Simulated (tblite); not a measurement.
[C15H20NS]+ (cyanine and polymethine), SMILES CC1=CC(=C/C=C/C=C/C=[N+](C)C)C=C(C)S1 at step 2 of a GFN2-xTB optimisation (tblite, gas phase), coordinates in Å:

```
  1 C    -6.0564   -2.4558    1.0232
  2 C    -5.1064   -1.3948    0.5763
  3 C    -3.7675   -1.6006    0.5038
  4 C    -2.8136   -0.6249    0.0747
  5 C    -1.4550   -0.8819    0.3162
  6 C    -0.3753   -0.0770   -0.0034
  7 C     0.9490   -0.4501    0.2392
  8 C     2.0364    0.3532   -0.0576
  9 C     3.3722   -0.0022    0.1847
 10 C     4.4033    0.8680   -0.1429
 11 N     5.7072    0.6637    0.0340
 12 C     6.2096   -0.5699    0.6319
 13 C     6.6929    1.6586   -0.3530
 14 C    -3.2533    0.5321   -0.6408
 15 C    -4.5361    0.9687   -0.6832
 16 C    -4.9448    2.1716   -1.4695
 17 S    -5.8173    0.1604    0.1948
 18 H    -6.7859   -2.6732    0.2414
 19 H    -5.5392   -3.3868    1.2587
 20 H    -6.5920   -2.1439    1.9197
 21 H    -3.4086   -2.5925    0.7824
 22 H    -1.2481   -1.8146    0.8330
 23 H    -0.5208    0.9061   -0.4414
 24 H     1.1004   -1.4285    0.6885
 25 H     1.8635    1.3308   -0.5107
 26 H     3.5300   -0.9823    0.6428
 27 H     4.1536    1.8369   -0.6011
 28 H     7.2980   -0.5401    0.6927
 29 H     5.8085   -0.6888    1.6463
 30 H     5.9185   -1.4331    0.0199
 31 H     7.3751    1.2262   -1.0926
 32 H     6.2216    2.5467   -0.7884
 33 H     7.2652    1.9659    0.5302
 34 H    -2.5261    1.0961   -1.2206
 35 H    -4.0964    2.6230   -1.9827
 36 H    -5.3805    2.9304   -0.8185
 37 H    -5.6816    1.9024   -2.2278
```

What are the forces on the atoms (eV/Å)?


```
  1 C    -0.01   -0.02    0.03
  2 C     0.21   -0.02    0.01
  3 C    -0.19    0.12   -0.03
  4 C     0.33   -0.07   -0.09
  5 C    -0.09   -0.09   -0.07
  6 C     0.26    0.08    0.05
  7 C    -0.24    0.00    0.05
  8 C     0.28    0.00    0.01
  9 C    -0.24    0.08   -0.03
 10 C     0.10   -0.04    0.01
 11 N    -0.06   -0.02    0.01
 12 C    -0.15    0.26   -0.13
 13 C    -0.18   -0.18    0.10
 14 C    -0.19   -0.05    0.05
 15 C     0.16   -0.07   -0.04
 16 C    -0.03    0.02    0.05
 17 S     0.07   -0.17   -0.25
 18 H    -0.02    0.13    0.07
 19 H     0.08    0.16   -0.06
 20 H    -0.08    0.07   -0.09
 21 H     0.03    0.38   -0.03
 22 H     0.09    0.08   -0.12
 23 H    -0.11   -0.17   -0.01
 24 H     0.15    0.19   -0.07
 25 H    -0.07   -0.25    0.11
 26 H     0.19    0.49   -0.22
 27 H     0.03   -0.53    0.24
 28 H    -0.15    0.07   -0.05
 29 H     0.04   -0.01   -0.22
 30 H     0.02    0.17    0.16
 31 H    -0.03    0.08    0.11
 32 H     0.03   -0.28    0.12
 33 H    -0.03   -0.04   -0.16
 34 H    -0.10   -0.17    0.25
 35 H     0.03   -0.12    0.10
 36 H    -0.09   -0.08   -0.03
 37 H    -0.05    0.00    0.14
```
